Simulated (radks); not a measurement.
Q: Coherent X-ray form factor from a spherical all-electron density. Calculated with a radial shooting solver on a logarithmic mesh with Libxc functionals: scalar-relativistic Kohn-Sham, revPBE, spin-polarised, spherical densities, point nucleus.

sin(theta)/lambda (1/angstrom)  f0 (electrons)
0.05                                    53.299
0.1                                     51.352
0.15                                    48.553
0.2                                     45.374
0.25                                    42.204
0.3                                     39.278
0.4                                     34.386
0.5                                     30.499
0.6                                     27.219
0.8                                     22.027
1                                       18.544
1.25                                    15.704
1.5                                     13.453
2                                        9.519

The species is in the configuration that NIST lists as its ground one. Which atom or ion scatters so?

A: The lanthanum ion La3+, [Xe]. Extrapolating in s^2 from the first two rows gives f0(0) = 53.9, near the electron count 54; among species with that count, the fall with angle is slower the higher Z, and the table is that of Z = 57; from so few rows the species is fixed only to a neighbour or two.
